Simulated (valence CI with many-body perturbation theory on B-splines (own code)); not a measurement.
# Which ion has this spectrum?

A relativistic CI+MBPT calculation for an atom or ion with 23 electrons gives these levels (eV):

```
   J  Parity       E     g
 5/2    even   0.000  1.32
 5/2    even  39.330  1.33
 7/2    even  50.310  1.16
11/2    even  51.660  1.11
 3/2    even  51.785  1.17
 9/2    even  56.389  1.13
 5/2    even  59.432  1.14
 1/2    even  62.029  1.82
 7/2    even  63.869  1.08
 3/2    even  77.942  0.79
 5/2    even  88.916  1.28
 7/2    even  96.477  1.21
11/2    even  97.084  1.08
 9/2    even  98.935  1.14
```

The energies are calculated, and their last digits are not significant.

Problem. Which is it?
A. Tm46+
B. Lu48+
C. Ho44+
D. Hf49+

Solution. A. Tm46+, ground level (3d3/2^4 3d5/2) J=5/2.
